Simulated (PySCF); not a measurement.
# Computed records: BH$_{6}$NSi$_{2}$

Calculation on a computer-drawn molecule: the log of a Hartree-Fock and frozen-core CCSD(T) single point meant for a local Hartree-Fock minimum, with one planted fault or none, to be diagnosed. Offsets are logged minus clean, where the clean run is the same molecule without the fault. The reference is restricted for singlets and unrestricted otherwise, and also for a bond in bohr or an excited solution. Adding or removing an electron swaps singlet and doublet. The excited solution moves the top pair (singlet) or top alpha electron (doublet) to the lowest empty orbital. Highest occupied and lowest empty are orbital energies over both spins, largest force is the largest gradient component, triples share is (T) over the correlation energy, the T1 limit is 0.02 restricted and 0.045 unrestricted, electrons count all cores, a negative frequency is imaginary (commonest isotopes), and the dipole is about the centre of nuclear charge. Program: PySCF 2.14.0.

### BH$_{6}$NSi$_{2}$

Logged structure:
```xyz
10
BH6NSi2
B      0.1523    -0.2848     1.8471
Si     1.2359    -0.2039     0.1387
N      0.5512    -0.0442    -1.2563
Si     0.4888     0.1015    -2.9439
H     -0.1271     0.7145     2.4443
H     -0.2335    -1.3325     2.2796
H      2.7032    -0.3099     0.3500
H      1.8273     0.0739    -3.5957
H     -0.1579     1.3795    -3.3352
H     -0.3044    -1.0053    -3.5358
```

- meant charge: 0
- meant multiplicity: 1
- meant basis: cc-pV(D+d)Z
- logged electrons: 45
- logged basis functions: 104
- logged SCF converged: yes
- logged spin squared: 0.7714
- logged highest occupied: -16.451 eV
- logged lowest empty: -5.6775 eV
- logged largest force: 0.086257 hartree/bohr
- logged T1 diagnostic: 0.030898
- logged D1 diagnostic: 0.16765
- logged triples share: 0.028046
- logged CC converged: yes
- logged dipole magnitude: 4.2789 debye
- logged SCF stable within its kind: yes
- logged energy HF: -660.18149 hartree
- logged energy CCSD(T): -660.6469 hartree
- possible faults: no fault, one electron removed, one electron added, multiplicity raised by two, geometry at a saddle point, SCF held on an excited solution, minimal basis STO-3G, one bond length entered in bohr, all coordinates scaled
- planted fault: one electron removed
- HF energy offset from clean run: 175.9 kcal/mol
- CCSD(T) energy offset from clean run: 202.6 kcal/mol

Drawn bonds:
```tsv
atom	other atom	order
1	2	1
2	3	2
3	4	1
1	5	1
1	6	1
2	7	1
4	8	1
4	9	1
4	10	1
```
